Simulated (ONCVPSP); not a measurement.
# beryllium (Be): excitation energies, all-electron against ONCV

ONCVPSP 4.0.1 input, shortened (lines: element, Z, core and valence counts, functional; n l f; lmax; l rc ep ncon nbas qcut; lloc lpopt rc5 dvloc0; l nproj debl; icmod fcfact rcfact), PW91, non-relativistic:

```
  Be 4.00    0    3  -109134      upf
    1    0    2.00
    2    0    1.50
    2    1    0.50
    2
    0    0.65    0.00    4    7   24.40
    1    4.00    0.00    4    7    4.00
    2    3.45    0.11    4    9    3.20
    4    4    0.60    4.00
    0    2    2.40
    1    3    3.50
    2    2    4.00
    0    0.00    0.00
```

Energies are relative to the spin-unpolarised reference configuration 1s2 2s1.5 2p0.5; without spin polarisation the order of configurations can differ from experiment.

```json
{"valence configuration": "1s2 2s0 2p0", "charge": "+2", "ΔE all-electron (eV)": "25.792", "error AE − PS (meV)": "+84"}
{"valence configuration": "1s1 2s2 2p0", "charge": "+1", "ΔE all-electron (eV)": "126.702", "error AE − PS (meV)": "+522"}
```

Problem. What are ΔE and the potential's error for 1s2 2s1 2p0?

Solution. ΔE = 7.778 eV all-electron; the error (AE − PS) is +29 meV.

Problem. What are ΔE and the potential's error for 1s2 2s2 2p0?

Solution. ΔE = -1.800 eV all-electron; the error (AE − PS) is -5.2 meV.
